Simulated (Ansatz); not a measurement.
```yaml
crystal:
  periodic: [false, false, false]
  atoms:
    - {symbol: Cu, position_ang: [-0.187074, -0.093362, 0.003171]}
    - {symbol: O, position_ang: [-0.283753, 0.010916, 1.818370]}
    - {symbol: H, position_ang: [0.013574, 0.896601, 2.061118]}
    - {symbol: O, position_ang: [-0.211198, -0.257943, -1.809977]}
    - {symbol: H, position_ang: [0.668452, -0.556212, -2.072692]}
basis:
  gaussian: {orbitals: def2-SVPD, fitting: {mean_field: def2-universal-jkfit}}
total_charge: -1
hamiltonian: {xc: {name: SPW92}}
scf: {omitted_lower_state_checks: [starts]}
output: {forces: true}
```

```sh
$ ansatz run in.yaml --threads 4 --pin off --events-out ev --progress --plain --max-ram 3916MiB
```

Output, abridged:

```
Functional definition: SPW92
454 factors; integrals over basis functions are off by at most 1.7e-1 eV
mean field evaluation 1: about -48516.1797 eV, gradient 2.7e2 eV
mean field evaluation 2: about -48276.9222 eV, gradient 3.5e2 eV
mean field evaluation 4: about -48648.1903 eV, gradient 7.2e1 eV
mean field evaluation 8: about -48656.3334 eV, gradient 5.7e0 eV
mean field evaluation 16: about -48656.3821 eV, gradient 1.5e-4 eV
mean field -48656.38212378 eV, -1788.0890625686 hartree, gradient 4.2e-5 eV, S^2 0.000000; 0 other end points of the search recorded, 0 dependent functions left out
reference -48656.38216677 eV, -1788.0890641483 hartree; 24, 24 occupied and 72, 72 virtual orbitals, 454 factors
Total energy: -48656.38216677 eV, -1788.0890641483 hartree
Atom 0 at    -0.187074    -0.093362     0.003171 Å, force    -0.006954    -0.003470     0.000112 eV/Å
Atom 1 at    -0.283753     0.010916     1.818370 Å, force    -0.143734    -0.503482    -0.480685 eV/Å
Atom 2 at     0.013574     0.896601     2.061118 Å, force     0.160283     0.465854     0.094016 eV/Å
Atom 3 at    -0.211198    -0.257943    -1.809977 Å, force    -0.475543     0.194419     0.491230 eV/Å
Atom 4 at     0.668452    -0.556212    -2.072692 Å, force     0.465947    -0.153321    -0.104672 eV/Å
Dipole moment:     0.281146     0.140321    -0.004768 e Å
Checks for a lower state left out: starts
```

Run time 0.4 s (4 threads of Arm Neoverse V2 on a shared host).

The restricted singlet is unstable towards broken spin symmetry in Hartree–Fock (as tested in another run); at RKS LDA (SPW92)/def2-SVPD this wasn't settled.

The dipole of an ion depends on the origin.
